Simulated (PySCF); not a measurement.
Calculated properties of `N#C[C@@]12CC=C[C@@H]1C2`

Species: C7H7N.
Atom-mapped SMILES: `[N:1]#[C:2][C@@:3]12[CH2:4][CH:5]=[CH:6][C@@H:7]1[CH2:8]2` (hydrogens: H9, H10 on C4; H11 on C5; H12 on C6; H13 on C7; H14, H15 on C8)

Cartesian coordinates in Å at the GFN2-xTB level; atoms count from 1:
```xyz
15
C7H7N angstrom
N      0.3967   -2.8606    1.5764
C      0.3057   -1.9100    0.9428
C      0.1809   -0.7358    0.1644
C     -1.1695   -0.4280   -0.4731
C     -1.2527    1.0702   -0.4020
C     -0.2151    1.6142    0.2202
C      0.7820    0.5947    0.6143
C      1.3973   -0.1671   -0.5218
H     -1.9849   -0.8943    0.0879
H     -1.2258   -0.7900   -1.5026
H     -2.0926    1.5980   -0.8184
H     -0.0683    2.6602    0.4231
H      1.3299    0.7039    1.5388
H      2.3427   -0.6600   -0.3470
H      1.2693    0.2127   -1.5250
```

Some functional groups and rings: nitrile, C=C double bond and cyclopropane ring.

**GFN2-xTB geometry**

- Point group of the GFN2-xTB geometry: C1
- Rotational constants A, B, C of the GFN2-xTB geometry: 4.470, 1.776, 1.522 GHz

PBE0/def2-SVPD ground state and vertical TDDFT (core frozen in the response) (PySCF):

* Dipole moment: 4.35 D
* HOMO energy: -7.39 eV
* LUMO energy: -0.30 eV
* HOMO–LUMO gap: 7.09 eV
* Lowest singlet excitation: 6.33 eV (196 nm, f = 0.118)
* Strongest line among the 8 lowest singlet transitions: S1 at 6.33 eV (196 nm, f = 0.118)
* Lowest triplet excitation (Tamm–Dancoff): 4.12 eV
* Static isotropic polarisability: 77.6 au
* Electronic spatial extent ⟨r²⟩ about the centre of nuclear charge: 838 bohr²

PBE0/pcSseg-1 ground state and GIAO shieldings, non-relativistic (PySCF):

* Lowest Hirshfeld atomic charge: -0.24 e on N1
* Highest Hirshfeld atomic charge: +0.08 e on C2
* 13C chemical shifts (computed TMS as zero) by class: 142.2 (C6), 137.7 (C5), 126.8 (C2), 44.6 (C4), 40.0 (C7), 28.3 (C8), 14.2 (C3) ppm
* 1H chemical shifts (computed TMS as zero) by class: 6.22 (H12), 5.66 (H11), 3.02 (H9), 2.74 (H10), 2.46 (H13), 1.50 (H14), 0.29 (H15) ppm
* Isotropic shieldings of nuclei other than C and H, by class: -26 (N1) ppm
* Mayer bond orders between heavy atoms: N1–C2 3.07, C2–C3 1.02, C3–C4 0.99, C4–C5 1.02, C5–C6 1.84, C6–C7 1.02, C7–C8 0.92, C7–C3 0.89, C8–C3 0.90

Monoisotopic mass from the formula: 105.0578 u.

S1 lies 0.76 eV below the HOMO–LUMO gap; its leading configuration is HOMO→LUMO, weight 0.91. The 8 singlets span 6.33 to 7.64 eV, and their oscillator strengths add up to 0.20. The dipole equals about 14.5 × 10⁻³⁰ C·m (1 D = 3.33564 × 10⁻³⁰ C·m). The polarisability is 11.50 Å³ as a volume (1 au = 0.148185 Å³), or 1.39 au for each of the 56 electrons. The largest Löwdin shares of the HOMO are 0.30 on C5, 0.26 on C6, 0.11 on C7 and 0.09 on C8.

Geometry: GFN2-xTB; no solvent, vibrations or thermal averaging.
